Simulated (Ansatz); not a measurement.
Z-matrix (Å, degrees):
```
Al
S 1 2.1726
H 2 1.3457 1 93.31
I 1 2.4640 2 117.96 3 -179.99
I 1 2.4690 2 121.02 3 0.02
```
Charge 0, spin multiplicity 1.

These are frozen-core CCSD(T)/def2-TZVPP // B3LYP-D3(BJ)/def2-TZVP (Ansatz, a first-principles code) values and carry that method's errors.

```yaml
HF energy: -1233.55889 Ha
MP2 correlation energy: -1.23437 Ha
```

Problem. Estimate the CCSD correlation energy, the (T) correction, the total energy and the T1 diagnostic.

Solution. 
The CCSD correlation energy comes out as -1.19486 Ha. The (T) correction is -0.03361 Ha. The CCSD(T) total energy is -1234.78736 Ha and the T1 diagnostic comes out as 0.009.
